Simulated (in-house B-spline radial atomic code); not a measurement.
Inner levels of platinum as electrons are removed. A shift is the extra binding of the orbital against the neutral atom ([Xe] 4f14 5d3/2(4) 5d5/2(5) 6s1). The density at the nucleus is averaged over the nuclear charge. Computed with an all-electron radial atomic-structure program (B-spline basis): Dirac-Hartree-Fock, jj configuration that fills j = l - 1/2 first, finite nuclei.

A number in brackets counts the electrons of a j subshell.

```
  ion               configuration  shift of 1s1/2 (eV)  radius of 1s1/2 (bohr)  Σ<r²> (bohr²)  change of density at nucleus (bohr⁻³)
Pt63+  [Ne] 3s2 3p1/2(2) 3p3/2(1)              5205.05                0.017143        0.20735                                 277.51
Pt64+           [Ne] 3s2 3p1/2(2)                    ?                       ?              ?                                      ?
Pt65+           [Ne] 3s2 3p1/2(1)              5640.68                0.017138         0.1399                                 446.69
Pt66+                    [Ne] 3s2              5872.84                0.017135        0.10926                                -591.23
Pt67+                    [Ne] 3s1               6083.2                0.017134       0.075492                               -30523.7
Pt68+                [He] 2s2 2p6                    ?                       ?              ?                                      ?
Pt69+  [He] 2s2 2p1/2(2) 2p3/2(3)              6774.55                0.017124       0.036558                               -58075.8
Pt70+  [He] 2s2 2p1/2(2) 2p3/2(2)                    ?                       ?              ?                                      ?
Pt71+  [He] 2s2 2p1/2(2) 2p3/2(1)              7746.96                0.017106       0.025599                               -52087.8
Pt72+           [He] 2s2 2p1/2(2)              8240.06                0.017097       0.020311                               -49035.9
Pt73+           [He] 2s2 2p1/2(1)              8820.62                0.017083       0.016135                               -53298.1
Pt74+                    [He] 2s2              9407.63                0.017068       0.012071                               -57781.1
Pt75+                    [He] 2s1              9892.16                0.017066      0.0063903                                -175832
Pt76+                         1s2              10380.2                0.017059     0.00080235                                -296037
Pt77+                         1s1              11900.6                0.016961     0.00039641                           -1.03761e+06
```

(1) Fill in the row of Pt64+.

(2) Fill in the row of Pt68+.

(3) Fill in the row of Pt70+.

## Answers

(1) shift of 1s1/2 (eV): 5410.88; radius of 1s1/2 (bohr): 0.017141; Σ<r²> (bohr²): 0.17115; change of density at nucleus (bohr⁻³): 1445.5.

(2) shift of 1s1/2 (eV): 6295.25; radius of 1s1/2 (bohr): 0.017132; Σ<r²> (bohr²): 0.042236; change of density at nucleus (bohr⁻³): -61012.2.

(3) shift of 1s1/2 (eV): 7258.46; radius of 1s1/2 (bohr): 0.017115; Σ<r²> (bohr²): 0.031014; change of density at nucleus (bohr⁻³): -55101.
